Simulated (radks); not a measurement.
All-electron atom: Cd3+ in [Ar] 3d10 4s2 4p4 4d9 5d2 (not the ground configuration). All-electron calculation, Dirac Kohn-Sham, B86b exchange with PBE correlation, spin-unpolarised, spherical densities, finite nucleus; open shells fill j = l - 1/2 first; Fermi nuclear charge, rms radius 4.6087 fm. Program: a radial shooting solver on a logarithmic mesh with Libxc functionals.

Spin-orbit splittings of the eigenvalues, e(l+1/2) - e(l-1/2), with zeta = 2 splitting/(2l+1) and mean radii in bohr:

shell  occ.  splitting (eV)  zeta (eV)  <r> j=l-1/2  <r> j=l+1/2
2p        6           192.6      128.4       0.1112       0.1164
3p        6               ?          ?       0.3492       0.3601
3d       10           6.999      2.799       0.3323       0.3358
4p        4           6.221      4.147       0.9117       0.9383
4d        9          0.9046     0.3618        1.103        1.114
5p        0          0.9258     0.6172        2.366        2.427
5d        2          0.1103    0.04411        3.215        3.233

Estimate the 3p splitting.

Answer. 34.43 eV (zeta = 22.95 eV).
